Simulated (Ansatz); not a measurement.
Two isomers of C2H7Ge: A = `[CH2][GeH2][CH3]`•, B = `[CH2][CH2][GeH3]`•.

Program: Ansatz. Geometries: PBE0-D4/def2-TZVP. ΔE: electronic, gas phase. CBS: MP2 limit from def2 TZ/QZ plus the TZ coupled-cluster correction, frozen cores. Functionals use def2-TZVPP. B3LYP here is the variant with VWN-RPA as its local correlation; programs differ in this. Open shells (•) are unrestricted, without spin–orbit coupling. For Ge outer-core shells are correlated without core-valence functions, which leaves a few kJ/mol of doubt a bond. Scalar relativity is left out up to krypton.

A:

Z-matrix (Å, degrees):
```
Ge
C 1 1.953
C 1 1.923 2 110.3
H 1 1.547 2 109.2 3 -120.9
H 1 1.542 2 110.7 3 121.0
H 2 1.091 1 110.1 3 58.6
H 2 1.091 1 110.3 3 -61.3
H 2 1.091 1 110.5 3 178.5
H 3 1.084 1 122.5 2 152.1
H 3 1.085 1 121.8 2 -30.2
```

B:

```xyz
10

C     1.261   -0.917   -0.081
C    -0.091   -0.604   -0.551
Ge   -0.810    0.995    0.389
H     1.413   -1.519    0.805
H     2.123   -0.420   -0.506
H    -0.800   -1.414   -0.360
H    -0.120   -0.367   -1.618
H     0.110    2.198    0.123
H    -0.852    0.720    1.902
H    -2.234    1.327   -0.104
```

(1) Which isomer does CCSD(T)/CBS put lower? Give the gap. (Best estimate.)

(2) Give E(B) − E(A) in kJ/mol with CCSD(T)/def2-TZVPP, B3LYP, BLYP-D4, B3LYP-D4, B2PLYP, r2SCAN-D4, LDA (SPW92). (Best estimate.)

(3) Does the order hold for the free energy at 298.15 K (harmonic terms from PBE0-D4)? (Estimate.)

Largest T1 diagnostic: 0.013.

Answers

(1) Computed: A, by 24.5 kJ/mol.

(2) Ansatz gave: CCSD(T)/def2-TZVPP 27.5, B3LYP 19.8, BLYP-D4 15.9, B3LYP-D4 19.1, B2PLYP 23.3, r2SCAN-D4 21.6, LDA (SPW92) 5.8. None reverses the order clearly.

(3) Computed: Yes: G(B) − G(A) = +25.5 kJ/mol. Modes under 60 cm⁻¹, often nearly free rotors, make the harmonic entropy too high.

In def2-TZVPP, CCSD(T) changes the Hartree–Fock value by −4.7 kJ/mol (the triples alone add −1.2 kJ/mol) and MP2 by −3.5 kJ/mol. From BLYP to BHLYP (50 % exact exchange), in def2-TZVPP and without D4, E(B) − E(A) moves by +6.5 kJ/mol.
